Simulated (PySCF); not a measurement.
HOS, multiplicity 2. Atoms are numbered in the order given.

```xyz
3

O     -0.1187    -1.0212     0.0000
S      0.0114     0.5985     0.0000
H      0.7670    -1.4064     0.0000
```
Charge 0, spin multiplicity 2.

Geometry optimised at PBE0-D3(BJ)/def2-TZVPD.

Calculation: PySCF with PBE/def2-TZVPD.

Mulliken values depend strongly on the basis, most of all with diffuse functions as here. ESP charges are fitted to the potential on shells at 1.4 to 2.0 van der Waals radii. Atomic charges (e):

```tsv
atom	meta-Löwdin	Mulliken	ESP fit	Mulliken spin
O1	-0.50	-0.29	___	0.17
S2	0.14	-0.04	___	0.84
H3	0.36	0.33	___	-0.01
```

Question: Some entries are withheld; supply them. (Estimate from the structure and the level; the computed values follow.)

Answer: 
- O1, ESP fit: -0.30
- S2, ESP fit: -0.06
- H3, ESP fit: 0.36
